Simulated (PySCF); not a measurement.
chlorosilylboronic acid (BClH4O2Si), SMILES OB(O)[SiH2]Cl.

Geometry: B3LYP-D3(BJ)/def2-SVP. The values are those of a single conformer.

Method: B3LYP-D3(BJ)/def2-SVP (PySCF).

Frequencies are harmonic and unscaled.

```tsv
mode	ν (cm⁻¹)	IR (km/mol)	moving atoms (share of kinetic energy)
1	49	0.1	O 50 %, Si 18 %, Cl 16 %, H 16 %
2	123	7.8	O 40 %, Cl 39 %, Si 13 %
3	279	7.2	O 54 %, Cl 18 %, B 13 %, H 12 %
4	335	45.8	H 53 %, B 30 %, O 13 %
5	380	2.0	Si 45 %, O 42 %, H 11 %
6	484	46.7	H 88 %, O 11 %
7	515	49.5	Si 50 %, Cl 40 %
8	597	1.4	O 51 %, B 25 %, H 12 %, Si 10 %
9	610	10.9	H 44 %, B 39 %, Si 12 %
10	624	93.9	H 94 %
11	692	2.9	H 84 %, B 13 %
12	828	217.6	H 85 %, Si 12 %
13	953	110.6	H 95 %
14	987	190.6	H 81 %, O 18 %
15	1048	136.0	H 76 %, O 19 %
16	1288	329.1	B 52 %, O 32 %, H 15 %
17	1459	180.1	B 72 %, O 23 %
18	2213	81.3	H 98 %
19	2215	111.2	H 96 %
20	3793	116.8	H 94 %
21	3892	94.3	H 94 %
```
